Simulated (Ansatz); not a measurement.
`CC[SiH2]C` + `O[SiH2]F` → `C[SiH2]O[SiH2]F` + `CC`  (ligand exchange at the Si–C bond)

Calculated with Ansatz (gas phase, PBE0-D4/def2-TZVP geometries, no zero-point term in ΔE). CCSD(T)/CBS is the MP2 limit (def2-TZVPP, def2-QZVPP) plus CCSD(T) − MP2 in def2-TZVPP, frozen cores. This one scheme is used for every species. DFT in def2-TZVPP. One conformer a species, not always the lowest.

`CC[SiH2]C`:

Cartesian coordinates in Å:
```
C 0.583 1.629 -0.555
C -0.714 1.006 -0.046
Si -0.470 -0.606 0.885
C 0.341 -1.912 -0.185
H 1.097 0.968 -1.258
H 0.401 2.575 -1.072
H 1.276 1.832 0.266
H -1.401 0.820 -0.880
H -1.235 1.704 0.619
H 0.383 -0.353 2.084
H -1.790 -1.106 1.368
H -0.265 -2.122 -1.070
H 0.465 -2.846 0.367
H 1.329 -1.589 -0.521
```

`O[SiH2]F`:

Cartesian coordinates in Å:
```
O -0.252 -0.771 -0.981
Si 0.250 0.212 0.218
F -0.083 -0.415 1.648
H -1.191 -0.857 -1.150
H 1.716 0.309 0.088
H -0.440 1.522 0.177
```

`C[SiH2]O[SiH2]F`:

Cartesian coordinates in Å:
```
C -1.417 -0.681 -1.129
Si -0.122 -1.165 0.110
O 0.376 0.154 0.963
Si 1.271 1.497 0.966
F 0.840 2.428 -0.257
H -2.286 -0.243 -0.634
H -1.022 0.051 -1.837
H -1.750 -1.556 -1.693
H 1.058 -1.765 -0.572
H -0.657 -2.139 1.095
H 1.008 2.245 2.212
H 2.703 1.175 0.776
```

`CC`:

Cartesian coordinates in Å:
```
C -0.199 -0.030 0.732
C 0.199 0.030 -0.732
H 0.676 -0.134 1.379
H -0.727 0.875 1.040
H -0.857 -0.879 0.932
H -0.676 0.134 -1.379
H 0.728 -0.875 -1.040
H 0.857 0.879 -0.932
```

```csv
level,ΔE (kJ/mol),difference from CCSD(T)/CBS
LDA (SPW92),-105.8,16.0
CAM-B3LYP-D4,-129.1,-7.3
B2PLYP,-127.1,-5.3
PBE-QIDH,-120.0,1.8
r2SCAN,-121.6,0.2
MP2/def2-SVP,-120.5,1.3
CCSD(T)/def2-TZVPP,-121.4,0.4
MP2/def2-QZVPP,-122.7,-0.9
MP2/CBS(def2),-122.1,-0.3
CCSD/CBS(def2),-125.3,-3.5
CCSD(T)/CBS,-121.8,0
```

Largest T1 diagnostic among the species: 0.011.

From PBE to PBE0 (25 % exact exchange), in def2-TZVPP and without D4, ΔE moves by −5.5 kJ/mol. Leaving LDA and LC-ωPBE aside and taking each functional with its dispersion term where it has one, the values, not all of them listed here, spread over 28.6 kJ/mol, from BHLYP-D4 to revPBE-D4. LDA lies +3.4 kJ/mol from PBE without D4.
